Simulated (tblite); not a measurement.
A geometry optimisation, step by step.

C₃H₁₀ClGe₂N.
SMILES with atom numbers: `[Cl:1][GeH2:2][GeH2:3][NH:4][CH:5]1[CH2:6][CH2:7]1` (hydrogens: H8, H9 on Ge2; H10, H11 on Ge3; H12 on N4; H13 on C5; H14, H15 on C6; H16, H17 on C7)

Computed with GFN2-xTB (tblite), gas phase: L-BFGS steps from a force-field or distance-geometry start until the largest atomic force falls under 0.01 eV/Å. 10 of its 111 geometries are shown.

Step 0: E = -621.9882 eV, largest atomic force 1.760 eV/Å
```
atom  x, y, z in Å  |  force x, y, z in eV/Å
Cl1     2.799    2.327    0.012    0.086  -0.544   0.259
Ge2     2.703    0.204    0.304    0.108   0.198  -0.086
Ge3     1.011   -0.759   -1.056    0.200   0.194  -0.596
N4     -0.464    0.394   -1.260    0.406  -0.436  -0.680
C5     -0.961    0.683    0.062   -0.096  -0.195  -0.161
C6     -1.418   -0.526    0.837   -0.422   0.690   1.030
C7     -2.400    0.576    0.424   -0.598  -0.221   1.641
H8      4.055   -0.389   -0.187   -0.176   0.248   0.321
H9      2.565   -0.182    1.810    0.212   0.275  -0.275
H10     0.631   -2.127   -0.457    0.029   0.107  -0.300
H11     1.627   -0.957   -2.478   -0.389  -0.082   0.403
H12    -1.128   -0.111   -1.876    0.075   0.685   0.704
H13    -0.360    1.469    0.600   -0.483  -0.942  -0.667
H14    -1.045   -0.522    1.884   -0.739  -0.521  -0.780
H15    -1.656   -1.467    0.328    0.748   0.324   0.391
H16    -2.786    1.130    1.337    0.401  -0.226  -1.596
H17    -3.179    0.270   -0.294    0.638   0.447   0.391
```

Step 12: E = -622.5606 eV, largest atomic force 0.317 eV/Å
```
atom  x, y, z in Å  |  force x, y, z in eV/Å
Cl1     2.851    2.304    0.113    0.009  -0.004   0.005
Ge2     2.710    0.212    0.266    0.000  -0.026   0.001
Ge3     1.021   -0.756   -1.158    0.126  -0.087   0.115
N4     -0.467    0.314   -1.230    0.146  -0.011  -0.100
C5     -0.959    0.601    0.091    0.067  -0.081  -0.004
C6     -1.477   -0.529    0.942    0.105   0.068   0.092
C7     -2.401    0.536    0.450   -0.049   0.313   0.019
H8      4.097   -0.325   -0.087   -0.018   0.047   0.013
H9      2.613   -0.081    1.769   -0.065   0.009  -0.107
H10     0.662   -2.132   -0.597    0.069  -0.017  -0.076
H11     1.521   -1.002   -2.556   -0.069   0.044  -0.133
H12    -1.198    0.007   -1.862    0.022   0.051   0.130
H13    -0.354    1.372    0.569   -0.073  -0.111  -0.011
H14    -1.222   -0.603    1.984   -0.019   0.126   0.159
H15    -1.521   -1.484    0.445   -0.136  -0.182  -0.034
H16    -2.745    1.286    1.144   -0.091  -0.035   0.144
H17    -3.138    0.292   -0.294   -0.022  -0.103  -0.212
```

Step 24: E = -622.6428 eV, largest atomic force 0.162 eV/Å
```
atom  x, y, z in Å  |  force x, y, z in eV/Å
Cl1     2.863    2.317    0.127   -0.055  -0.036  -0.072
Ge2     2.732    0.216    0.208    0.054   0.021   0.057
Ge3     1.075   -0.801   -1.223    0.134  -0.014  -0.006
N4     -0.406    0.245   -1.146    0.002   0.041  -0.048
C5     -0.925    0.550    0.156    0.025  -0.006   0.009
C6     -1.535   -0.515    1.023   -0.160  -0.020   0.017
C7     -2.392    0.562    0.416   -0.005  -0.034  -0.002
H8      4.159   -0.261   -0.040   -0.015  -0.022   0.001
H9      2.511   -0.075    1.693   -0.014  -0.052  -0.040
H10     0.800   -2.223   -0.747    0.041  -0.047   0.022
H11     1.386   -0.935   -2.695    0.023   0.067   0.004
H12    -1.136    0.037   -1.809   -0.113  -0.036  -0.026
H13    -0.305    1.288    0.655    0.002   0.073   0.058
H14    -1.346   -0.485    2.085   -0.024   0.003   0.014
H15    -1.629   -1.515    0.621    0.045   0.031  -0.032
H16    -2.810    1.313    1.067    0.034   0.065   0.006
H17    -3.046    0.292   -0.402    0.027  -0.032   0.038
```

Step 37: E = -622.6612 eV, largest atomic force 0.067 eV/Å
```
atom  x, y, z in Å  |  force x, y, z in eV/Å
Cl1     2.810    2.296    0.058    0.003  -0.004   0.004
Ge2     2.748    0.200    0.194    0.029   0.008   0.034
Ge3     1.112   -0.803   -1.241   -0.036   0.049   0.028
N4     -0.395    0.212   -1.109   -0.026  -0.024   0.007
C5     -0.917    0.541    0.187   -0.016  -0.003   0.000
C6     -1.574   -0.500    1.056    0.028   0.005  -0.015
C7     -2.392    0.577    0.407   -0.009   0.053   0.032
H8      4.184   -0.262   -0.014   -0.005   0.002  -0.004
H9      2.481   -0.119    1.663    0.019   0.024   0.009
H10     0.907   -2.252   -0.810   -0.008  -0.052  -0.030
H11     1.389   -0.842   -2.721    0.024   0.005  -0.038
H12    -1.142   -0.013   -1.754    0.023  -0.039  -0.001
H13    -0.307    1.288    0.688   -0.012  -0.025  -0.019
H14    -1.418   -0.464    2.124   -0.004   0.005  -0.026
H15    -1.657   -1.498    0.652    0.000  -0.044   0.004
H16    -2.805    1.355    1.029   -0.017   0.031   0.017
H17    -3.032    0.296   -0.418    0.006   0.009  -0.001
```

Step 49: E = -622.6715 eV, largest atomic force 0.056 eV/Å
```
atom  x, y, z in Å  |  force x, y, z in eV/Å
Cl1     2.795    2.285    0.025    0.021   0.007   0.007
Ge2     2.764    0.192    0.214   -0.025  -0.004   0.005
Ge3     1.138   -0.807   -1.250   -0.007  -0.002   0.009
N4     -0.411    0.146   -1.092    0.001  -0.015  -0.031
C5     -0.926    0.516    0.195    0.003   0.016  -0.022
C6     -1.621   -0.485    1.074    0.016  -0.005   0.003
C7     -2.401    0.612    0.408   -0.009  -0.003   0.033
H8      4.205   -0.260   -0.001   -0.036   0.005  -0.006
H9      2.519   -0.082    1.698   -0.002   0.000  -0.028
H10     0.980   -2.305   -0.971    0.006   0.030   0.027
H11     1.433   -0.729   -2.730    0.018   0.021  -0.007
H12    -1.161   -0.157   -1.700    0.008  -0.020  -0.019
H13    -0.291    1.250    0.681    0.022   0.004   0.008
H14    -1.466   -0.433    2.141   -0.016  -0.023   0.010
H15    -1.722   -1.488    0.686   -0.044  -0.030   0.018
H16    -2.790    1.406    1.025    0.021   0.037   0.000
H17    -3.052    0.350   -0.413    0.023  -0.019  -0.007
```

Step 61: E = -622.6794 eV, largest atomic force 0.076 eV/Å
```
atom  x, y, z in Å  |  force x, y, z in eV/Å
Cl1     2.821    2.303    0.017    0.002  -0.016   0.018
Ge2     2.750    0.211    0.223   -0.002   0.024  -0.043
Ge3     1.162   -0.790   -1.273    0.070  -0.006  -0.028
N4     -0.437    0.057   -1.089   -0.014   0.014   0.015
C5     -0.924    0.459    0.198   -0.036   0.038  -0.002
C6     -1.673   -0.481    1.104    0.027  -0.004  -0.036
C7     -2.389    0.647    0.414   -0.005  -0.026   0.000
H8      4.177   -0.263   -0.011    0.004  -0.002   0.017
H9      2.516   -0.057    1.706   -0.017   0.002   0.007
H10     1.068   -2.303   -1.073    0.030   0.003   0.002
H11     1.493   -0.603   -2.738   -0.022  -0.030   0.018
H12    -1.185   -0.308   -1.664   -0.038  -0.012   0.002
H13    -0.248    1.168    0.666    0.010  -0.023   0.015
H14    -1.506   -0.416    2.169   -0.016  -0.005  -0.037
H15    -1.851   -1.485    0.744   -0.004   0.027   0.023
H16    -2.732    1.485    1.001    0.016  -0.010   0.006
H17    -3.049    0.390   -0.404   -0.004   0.026   0.022
```

Step 73: E = -622.6853 eV, largest atomic force 0.057 eV/Å
```
atom  x, y, z in Å  |  force x, y, z in eV/Å
Cl1     2.853    2.333    0.042    0.003   0.009  -0.009
Ge2     2.745    0.242    0.206    0.010   0.008   0.014
Ge3     1.184   -0.770   -1.308   -0.004  -0.009  -0.014
N4     -0.460   -0.010   -1.088    0.014  -0.055  -0.001
C5     -0.925    0.415    0.199    0.021  -0.015   0.003
C6     -1.714   -0.480    1.115    0.014   0.012  -0.029
C7     -2.378    0.677    0.421    0.017   0.010  -0.009
H8      4.170   -0.262    0.018   -0.003   0.013  -0.001
H9      2.463   -0.040    1.678   -0.017  -0.004   0.012
H10     1.199   -2.288   -1.123   -0.023  -0.003   0.012
H11     1.486   -0.571   -2.776   -0.026   0.015   0.000
H12    -1.210   -0.428   -1.625    0.017   0.005   0.020
H13    -0.210    1.086    0.667    0.003   0.018  -0.002
H14    -1.542   -0.404    2.178    0.001  -0.050  -0.021
H15    -1.947   -1.479    0.771    0.001   0.029   0.016
H16    -2.668    1.535    1.007   -0.014   0.007   0.011
H17    -3.055    0.455   -0.391   -0.015   0.011  -0.002
```

Step 86: E = -622.6880 eV, largest atomic force 0.021 eV/Å
```
atom  x, y, z in Å  |  force x, y, z in eV/Å
Cl1     2.857    2.348    0.034   -0.009   0.004  -0.009
Ge2     2.740    0.257    0.203   -0.010   0.003   0.000
Ge3     1.198   -0.770   -1.324    0.006  -0.007  -0.006
N4     -0.462   -0.060   -1.077    0.003   0.009   0.004
C5     -0.914    0.391    0.205   -0.006   0.004   0.001
C6     -1.732   -0.478    1.117   -0.007  -0.005  -0.002
C7     -2.359    0.701    0.423    0.002   0.001  -0.006
H8      4.170   -0.241    0.045   -0.006  -0.003   0.006
H9      2.420   -0.023    1.669    0.003   0.004   0.000
H10     1.241   -2.289   -1.158   -0.004  -0.003   0.002
H11     1.458   -0.539   -2.795    0.010  -0.002  -0.007
H12    -1.212   -0.507   -1.589   -0.001   0.007   0.007
H13    -0.180    1.046    0.667   -0.004  -0.005   0.005
H14    -1.565   -0.423    2.181    0.008  -0.004  -0.002
H15    -1.998   -1.464    0.763    0.003  -0.018   0.010
H16    -2.626    1.566    1.010    0.015  -0.006  -0.003
H17    -3.044    0.497   -0.386    0.000   0.020  -0.003
```

Step 98: E = -622.6893 eV, largest atomic force 0.033 eV/Å
```
atom  x, y, z in Å  |  force x, y, z in eV/Å
Cl1     2.826    2.356    0.005    0.000  -0.009  -0.003
Ge2     2.725    0.266    0.203    0.007   0.007  -0.032
Ge3     1.199   -0.778   -1.330   -0.009   0.009   0.016
N4     -0.456   -0.057   -1.080    0.003  -0.004   0.008
C5     -0.900    0.382    0.210   -0.018   0.013  -0.002
C6     -1.731   -0.490    1.107   -0.017   0.013  -0.002
C7     -2.341    0.708    0.431   -0.002   0.015  -0.005
H8      4.158   -0.229    0.070    0.000   0.006   0.001
H9      2.391    0.003    1.666   -0.006   0.001   0.025
H10     1.226   -2.295   -1.148    0.010  -0.013  -0.005
H11     1.462   -0.559   -2.802    0.004  -0.002   0.006
H12    -1.210   -0.504   -1.586    0.003   0.020   0.001
H13    -0.161    1.023    0.684    0.008  -0.013  -0.016
H14    -1.566   -0.447    2.172    0.008  -0.020   0.004
H15    -2.005   -1.470    0.742   -0.005   0.000   0.002
H16    -2.597    1.566    1.033    0.018  -0.007   0.002
H17    -3.027    0.536   -0.386   -0.003  -0.016   0.000
```

Step 110: E = -622.6904 eV, largest atomic force 0.008 eV/Å
```
atom  x, y, z in Å  |  force x, y, z in eV/Å
Cl1     2.801    2.360   -0.029    0.001  -0.003  -0.003
Ge2     2.712    0.273    0.202    0.001   0.001   0.000
Ge3     1.197   -0.792   -1.325    0.002   0.001  -0.001
N4     -0.452   -0.057   -1.082    0.002   0.000  -0.001
C5     -0.893    0.372    0.211    0.000  -0.003   0.000
C6     -1.734   -0.500    1.099   -0.003   0.001   0.001
C7     -2.327    0.716    0.441   -0.006   0.001   0.001
H8      4.150   -0.211    0.088    0.002  -0.001   0.002
H9      2.368    0.034    1.670    0.008   0.001   0.000
H10     1.228   -2.310   -1.143   -0.002   0.004   0.004
H11     1.469   -0.577   -2.796   -0.002   0.000  -0.004
H12    -1.212   -0.476   -1.602    0.006  -0.001  -0.001
H13    -0.143    0.995    0.691    0.001  -0.005   0.005
H14    -1.563   -0.479    2.164   -0.002  -0.002  -0.002
H15    -2.026   -1.470    0.720   -0.001   0.003  -0.001
H16    -2.563    1.571    1.056   -0.001   0.004   0.004
H17    -3.019    0.564   -0.374   -0.005  -0.003  -0.002
```

**Question.** Summarise the path.

**Answer.** The energy falls by 16.19 kcal/mol from step 0 to step 110; nine tenths of that is first reached at step 19. It falls at every step. The largest force goes from 1.760 to 0.008 eV/Å. Among the bonds Ge3–N4 changes most, from 1.883 to 1.821 Å; the atoms move by 0.460 Å rms after alignment.

**Question.** Follow the three bonds and two angles with the largest change from start to end.

**Answer.** 
```json
{"step": "0", "E above end (kcal/mol)": "16.19", "largest force (eV/Å)": "1.760", "Ge3–N4 (Å)": "1.883", "C7–H16 (Å)": "1.135", "Ge3–H11 (Å)": "1.562", "Ge3–N4–C5 (°)": "107.1", "Ge3–N4–H12 (°)": "105.5"}
{"step": "5", "E above end (kcal/mol)": "5.77", "largest force (eV/Å)": "0.476", "Ge3–N4 (Å)": "1.852", "C7–H16 (Å)": "1.089", "Ge3–H11 (Å)": "1.492", "Ge3–N4–C5 (°)": "109.4", "Ge3–N4–H12 (°)": "112.0"}
{"step": "10", "E above end (kcal/mol)": "3.45", "largest force (eV/Å)": "0.262", "Ge3–N4 (Å)": "1.835", "C7–H16 (Å)": "1.078", "Ge3–H11 (Å)": "1.504", "Ge3–N4–C5 (°)": "109.9", "Ge3–N4–H12 (°)": "115.0"}
{"step": "14", "E above end (kcal/mol)": "2.45", "largest force (eV/Å)": "0.217", "Ge3–N4 (Å)": "1.837", "C7–H16 (Å)": "1.080", "Ge3–H11 (Å)": "1.515", "Ge3–N4–C5 (°)": "112.0", "Ge3–N4–H12 (°)": "117.1"}
{"step": "19", "E above end (kcal/mol)": "1.60", "largest force (eV/Å)": "0.176", "Ge3–N4 (Å)": "1.832", "C7–H16 (Å)": "1.080", "Ge3–H11 (Å)": "1.513", "Ge3–N4–C5 (°)": "114.2", "Ge3–N4–H12 (°)": "118.2"}
{"step": "24", "E above end (kcal/mol)": "1.10", "largest force (eV/Å)": "0.162", "Ge3–N4 (Å)": "1.815", "C7–H16 (Å)": "1.078", "Ge3–H11 (Å)": "1.511", "Ge3–N4–C5 (°)": "117.2", "Ge3–N4–H12 (°)": "116.3"}
{"step": "29", "E above end (kcal/mol)": "0.86", "largest force (eV/Å)": "0.108", "Ge3–N4 (Å)": "1.828", "C7–H16 (Å)": "1.080", "Ge3–H11 (Å)": "1.510", "Ge3–N4–C5 (°)": "117.6", "Ge3–N4–H12 (°)": "116.0"}
{"step": "33", "E above end (kcal/mol)": "0.73", "largest force (eV/Å)": "0.063", "Ge3–N4 (Å)": "1.818", "C7–H16 (Å)": "1.079", "Ge3–H11 (Å)": "1.511", "Ge3–N4–C5 (°)": "119.1", "Ge3–N4–H12 (°)": "116.5"}
{"step": "38", "E above end (kcal/mol)": "0.66", "largest force (eV/Å)": "0.080", "Ge3–N4 (Å)": "1.823", "C7–H16 (Å)": "1.078", "Ge3–H11 (Å)": "1.507", "Ge3–N4–C5 (°)": "119.8", "Ge3–N4–H12 (°)": "115.9"}
{"step": "43", "E above end (kcal/mol)": "0.55", "largest force (eV/Å)": "0.062", "Ge3–N4 (Å)": "1.823", "C7–H16 (Å)": "1.080", "Ge3–H11 (Å)": "1.514", "Ge3–N4–C5 (°)": "120.1", "Ge3–N4–H12 (°)": "114.8"}
{"step": "48", "E above end (kcal/mol)": "0.45", "largest force (eV/Å)": "0.064", "Ge3–N4 (Å)": "1.827", "C7–H16 (Å)": "1.079", "Ge3–H11 (Å)": "1.509", "Ge3–N4–C5 (°)": "121.2", "Ge3–N4–H12 (°)": "114.7"}
{"step": "53", "E above end (kcal/mol)": "0.38", "largest force (eV/Å)": "0.081", "Ge3–N4 (Å)": "1.823", "C7–H16 (Å)": "1.079", "Ge3–H11 (Å)": "1.513", "Ge3–N4–C5 (°)": "120.8", "Ge3–N4–H12 (°)": "114.9"}
{"step": "57", "E above end (kcal/mol)": "0.30", "largest force (eV/Å)": "0.055", "Ge3–N4 (Å)": "1.824", "C7–H16 (Å)": "1.079", "Ge3–H11 (Å)": "1.509", "Ge3–N4–C5 (°)": "121.6", "Ge3–N4–H12 (°)": "114.5"}
{"step": "62", "E above end (kcal/mol)": "0.24", "largest force (eV/Å)": "0.048", "Ge3–N4 (Å)": "1.820", "C7–H16 (Å)": "1.079", "Ge3–H11 (Å)": "1.514", "Ge3–N4–C5 (°)": "121.5", "Ge3–N4–H12 (°)": "115.4"}
{"step": "67", "E above end (kcal/mol)": "0.18", "largest force (eV/Å)": "0.062", "Ge3–N4 (Å)": "1.822", "C7–H16 (Å)": "1.079", "Ge3–H11 (Å)": "1.510", "Ge3–N4–C5 (°)": "122.2", "Ge3–N4–H12 (°)": "116.2"}
{"step": "72", "E above end (kcal/mol)": "0.12", "largest force (eV/Å)": "0.045", "Ge3–N4 (Å)": "1.824", "C7–H16 (Å)": "1.078", "Ge3–H11 (Å)": "1.513", "Ge3–N4–C5 (°)": "121.6", "Ge3–N4–H12 (°)": "115.6"}
{"step": "77", "E above end (kcal/mol)": "0.08", "largest force (eV/Å)": "0.040", "Ge3–N4 (Å)": "1.822", "C7–H16 (Å)": "1.080", "Ge3–H11 (Å)": "1.512", "Ge3–N4–C5 (°)": "121.9", "Ge3–N4–H12 (°)": "115.8"}
{"step": "81", "E above end (kcal/mol)": "0.07", "largest force (eV/Å)": "0.023", "Ge3–N4 (Å)": "1.823", "C7–H16 (Å)": "1.079", "Ge3–H11 (Å)": "1.512", "Ge3–N4–C5 (°)": "122.0", "Ge3–N4–H12 (°)": "115.8"}
{"step": "86", "E above end (kcal/mol)": "0.05", "largest force (eV/Å)": "0.021", "Ge3–N4 (Å)": "1.821", "C7–H16 (Å)": "1.079", "Ge3–H11 (Å)": "1.512", "Ge3–N4–C5 (°)": "122.1", "Ge3–N4–H12 (°)": "115.8"}
{"step": "91", "E above end (kcal/mol)": "0.04", "largest force (eV/Å)": "0.024", "Ge3–N4 (Å)": "1.822", "C7–H16 (Å)": "1.079", "Ge3–H11 (Å)": "1.512", "Ge3–N4–C5 (°)": "122.2", "Ge3–N4–H12 (°)": "115.6"}
{"step": "96", "E above end (kcal/mol)": "0.03", "largest force (eV/Å)": "0.029", "Ge3–N4 (Å)": "1.821", "C7–H16 (Å)": "1.079", "Ge3–H11 (Å)": "1.512", "Ge3–N4–C5 (°)": "121.9", "Ge3–N4–H12 (°)": "115.6"}
{"step": "100", "E above end (kcal/mol)": "0.02", "largest force (eV/Å)": "0.029", "Ge3–N4 (Å)": "1.822", "C7–H16 (Å)": "1.079", "Ge3–H11 (Å)": "1.512", "Ge3–N4–C5 (°)": "121.7", "Ge3–N4–H12 (°)": "115.8"}
{"step": "105", "E above end (kcal/mol)": "0.01", "largest force (eV/Å)": "0.026", "Ge3–N4 (Å)": "1.821", "C7–H16 (Å)": "1.079", "Ge3–H11 (Å)": "1.512", "Ge3–N4–C5 (°)": "121.4", "Ge3–N4–H12 (°)": "116.1"}
{"step": "110", "E above end (kcal/mol)": "0.00", "largest force (eV/Å)": "0.008", "Ge3–N4 (Å)": "1.821", "C7–H16 (Å)": "1.079", "Ge3–H11 (Å)": "1.511", "Ge3–N4–C5 (°)": "121.4", "Ge3–N4–H12 (°)": "116.4"}
```

The cost below is that of the whole relaxation. On an Intel Xeon at 2.50 GHz with one thread, shared host with 64 logical CPUs at a one-minute load of 60, this took 3.0 s of wall time.
